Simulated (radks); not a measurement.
Results of a calculation; reference values are marked as such.
The hydrogen anion H-, [He], held by a Watson sphere: a shell of charge +1 at radius R that stands for the Madelung well of a crystal (potential energy -1/R inside, -1/r outside, in hartree with lengths in bohr). Code: a radial shooting solver on a logarithmic mesh with Libxc functionals. Model: scalar-relativistic Kohn-Sham, PBE, spin-unpolarised, spherical densities, point nucleus. Response by self-consistent Sternheimer equations with the Hartree and adiabatic LDA kernel, the relativistic mass of each level held fixed and spin-orbit coupling left out. The sphere does not respond.

\begin{tabular}{lrrrrr}
R (bohr) & e(1s) (eV) & <r> 1s (bohr) & sum of <r^2> (bohr^2) & X-ray form factor at sin(theta)/lambda = 0.2 1/angstrom & alpha (bohr^3) \\ \hline
1.48 & -8.195 & 1.609 & 6.868 & 0.876 & 9.845 \\
1.51 & -8.105 & 1.621 & 6.971 & 0.867 & 10.13 \\
1.62 & -7.788 & 1.664 & 7.347 & 0.835 & 11.21 \\
1.84 & -7.215 & 1.745 & 8.093 & 0.779 & 13.53 \\
2.04 & -6.755 & 1.812 & 8.760 & 0.736 & 15.85 \\
2.39 & -6.059 & 1.920 & 9.894 & 0.675 & 20.34 \\
2.4 & -6.041 & 1.922 & 9.926 & 0.674 & 20.47 \\
2.72 & -5.503 & 2.008 & 10.92 & 0.634 & 25.07 \\
\end{tabular}
